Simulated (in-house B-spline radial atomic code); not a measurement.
As. Computed with a B-spline radial atomic code. Model: non-relativistic spherical atom: semilocal Troullier-Martins pseudo-atom, one channel per l, against all electrons, high spin, G0W0 and RPA with empty states to l = 8, local potential for every l without a channel, a model core (radius 0 = none) keeps its share of the functional.

The core holds an angular momentum without a channel of its own, so the local potential lets valence electrons into it.

What the tables leave out is listed at the end.

The pseudopotential gives back the lowest level of each angular momentum of its own functional in the configuration it was made in; a second state of the same l is only approximately right. Exact exchange, RPA and GW see the smooth pseudo-orbitals and miss the exchange with the core, for which the functional's share stands in. The column with an uncorrelated core keeps all orbitals and exact exchange, and so separates missing core correlation from pseudisation. Only the three outermost levels and the lowest empty one were computed. RPA here is direct RPA, with no exchange kernel, and its energies carry an (l + 1/2)⁻⁴ tail. A hybrid on a potential with a model core restores only its own semilocal share of the core's exchange.

Command:
```bash
python run_psgw.py task.json out
```
Settings (lengths in bohr, energies in hartree):
```
Z                      33
electrons              33
configuration          [Ar] 3d10 4s2 4p3
generated_in           [Ar] 3d10 4s2 4p3
functional             pbe,pbe
core_shells            6
radius_factor          0.8
core_correction        True
```

Cost of the run: 34 s on 1 thread of Arm Neoverse N1 (shared host).

Given: made with PBE; model core radius 1.28 bohr; local radius 1.37 bohr; mean-field start PBE.

Valence shells of the generating configuration: 4s, 4p.

Channel: s 1.329, p 1.604 (radii in bohr).

Computed: largest level miss in the spin-unpolarised generating configuration 0 eV; valence RPA correlation energy pseudo -0.21955 hartree; all-electron RPA polarisability, core included 27.777 bohr³; pseudo-atom RPA polarisability 28.509 bohr³.

| level | occupied | mean-field all-electron (eV) | mean-field pseudo minus all (eV) | G0W0 all-electron (eV) | G0W0 uncorrelated core minus all (eV) | G0W0 pseudo minus all (eV) | exchange self-energy all-electron (eV) | exchange self-energy pseudo (eV) |
| --- | --- | --- | --- | --- | --- | --- | --- | --- |
| 4p up | 1 | -5.9554 | -0.001 | -9.6681 | 0.143 | 0.012 | -16.345 | -14.25 |
| 4p down (empty) | 0 | -3.6564 | -0.006 | -1.1089 | 0.165 | -0.283 | -4.3055 | -2.2897 |

(1) What is the valence RPA correlation energy all-electron orbitals?

Given: mean-field start PBE0.

Computed: valence RPA correlation energy pseudo -0.19512 hartree; all-electron RPA polarisability, core included 23.291 bohr³; pseudo-atom RPA polarisability 24.215 bohr³.

| level | occupied | mean-field all-electron (eV) | mean-field pseudo minus all (eV) | G0W0 all-electron (eV) | G0W0 uncorrelated core minus all (eV) | G0W0 pseudo minus all (eV) | exchange self-energy all-electron (eV) | exchange self-energy pseudo (eV) |
| --- | --- | --- | --- | --- | --- | --- | --- | --- |
| 4p up | 1 | -7.1338 | 0.014 | -9.9925 | 0.152 | 0.006 | -16.38 | -14.255 |
| 4s down | 1 | -13.452 | 0.214 | -16.339 | 0.474 | 0.289 | -16.195 | -12.24 |
| 4p down (empty) | 0 | -2.6294 | -0.015 | -0.81084 | 0.158 | -0.206 | -3.9153 | -2.1555 |

(2) What is the valence RPA correlation energy all-electron orbitals?

Results:

(1) -0.18267 hartree.

(2) -0.16591 hartree.

Among the listed levels the largest G0W0 shift of the pseudo-atom is +0.29 eV, for 4s down on the PBE0 start, while leaving the core uncorrelated moves that level by +0.47 eV. The rest, -0.18 eV, comes from pseudisation and the lost core exchange. Not in the tables (levels of low weight, unsolved or above zero; the highest and the empty levels are kept at any weight): on PBE the G0W0 levels 4s down (pseudo minus all -0.00 eV, weights 0.73 and 0.74), 4s up (pseudo minus all +0.38 eV, weights 0.05 and 0.06); on PBE0 the G0W0 levels 4s up (pseudo minus all +0.93 eV, weights 0.13 and 0.34); no Hartree-Fock pseudo-atom is run with a model core.
